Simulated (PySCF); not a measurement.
Isomers of [C7H6FS]+.

All values: CAM-B3LYP/def2-SVPD (PySCF) at GFN2-xTB geometries, gas phase, one conformer each. Core orbitals are frozen in the response; Δα² is half the sum of the squared differences of the principal polarisabilities.

(1) Rank by polarisability anisotropy Δα, lowest first.
A. `[CH2:1]=[C:2]([F:3])[c:4]1[cH:5][cH:6][s+:7][cH:8][cH:9]1` (charge +1) with C1–C2–C4–C5 0°
B. `[CH2:1]=[CH:2][c:3]1[cH:4][cH:5][cH:6][c:7]([F:8])[s+:9]1` (charge +1) with C1–C2–C3–C4 0°
C. `[CH2:1]=[C:2]1[S:3][CH2:4][c+:5]2[c:6]([CH2:7][F:8])[c:9]21` (charge +1) with C5–C6–C7–F8 0°
D. `[CH:1]#[C:2][C:3]1=[CH:4][CH+:5][CH2:6][C@@H:7]([F:8])[S:9]1` (charge +1) with C3–C4–C5–C6 -5°, C4–C5–C6–C7 -30°, C5–C6–C7–F8 -67°, C6–C7–S9–C3 -41°
E. `[CH2:1]=[CH:2][c:3]1[cH:4][cH:5][s+:6][cH:7][c:8]1[F:9]` (charge +1) with C1–C2–C3–C4 0°

(2) Rank by HOMO–LUMO gap, lowest first.
A. `[CH2:1]=[CH:2][c:3]1[cH:4][cH:5][cH:6][c:7]([F:8])[s+:9]1` (charge +1) with C1–C2–C3–C4 0°
B. `[CH:1]#[C:2][C:3]1=[CH:4][CH+:5][CH2:6][C@@H:7]([F:8])[S:9]1` (charge +1) with C3–C4–C5–C6 -5°, C4–C5–C6–C7 -30°, C5–C6–C7–F8 -67°, C6–C7–S9–C3 -41°
C. `[CH2:1]=[C:2]([F:3])[c:4]1[cH:5][cH:6][s+:7][cH:8][cH:9]1` (charge +1) with C1–C2–C4–C5 0°

## Answers

(1) C (8.78 Å³), D (12.00 Å³), B (13.09 Å³), A (13.89 Å³), E (14.19 Å³).

(2) C (6.17 eV), A (6.38 eV), B (6.60 eV).

All values together:

```csv
SMILES,HOMO (eV),LUMO (eV),α (Å³),Δα (Å³)
C=Cc1cccc(F)[s+]1,-13.25,-6.87,15.02,13.09
C=C1SC[c+]2c(CF)c21,-12.38,-6.31,14.08,8.78
C=C(F)c1cc[s+]cc1,-13.17,-7.00,15.13,13.89
C=Cc1cc[s+]cc1F,-13.26,-7.00,15.31,14.19
C#CC1=C[CH+]C[C@@H](F)S1,-14.15,-7.55,14.99,12.00
```

Conformers: `[CH2:1]=[CH:2][c:3]1[cH:4][cH:5][cH:6][c:7]([F:8])[s+:9]1` (charge +1) with C1–C2–C3–C4 0°; `[CH2:1]=[C:2]1[S:3][CH2:4][c+:5]2[c:6]([CH2:7][F:8])[c:9]21` (charge +1) with C5–C6–C7–F8 0°; `[CH2:1]=[C:2]([F:3])[c:4]1[cH:5][cH:6][s+:7][cH:8][cH:9]1` (charge +1) with C1–C2–C4–C5 0°; `[CH2:1]=[CH:2][c:3]1[cH:4][cH:5][s+:6][cH:7][c:8]1[F:9]` (charge +1) with C1–C2–C3–C4 0°; `[CH:1]#[C:2][C:3]1=[CH:4][CH+:5][CH2:6][C@@H:7]([F:8])[S:9]1` (charge +1) with C3–C4–C5–C6 -5°, C4–C5–C6–C7 -30°, C5–C6–C7–F8 -67°, C6–C7–S9–C3 -41°.
